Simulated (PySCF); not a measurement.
A structure optimised at PBE-D3(BJ)/def2-SVP, used in a PySCF frequency run:

```
B
O 1 1.3583
C 2 1.4182 1 122.85
H 3 1.1099 2 109.32 1 -120.93
H 3 1.1099 4 108.09 2 118.90
H 3 1.1116 4 109.13 5 118.56
H 1 1.2290 2 118.40 3 0.00
C 1 1.5696 7 122.11 2 180.00
H 8 1.1076 1 113.64 7 -180.00
H 8 1.1120 9 108.81 1 -122.99
H 8 1.1120 9 108.81 10 -114.03
```

### Question
Write its SMILES, formula and point group.

### Answer
CBOC, C2H7BO, Cs

### Question
What are its rotational constants (standard atomic weights)?

### Answer
35.597, 3.7981, 3.5878 GHz
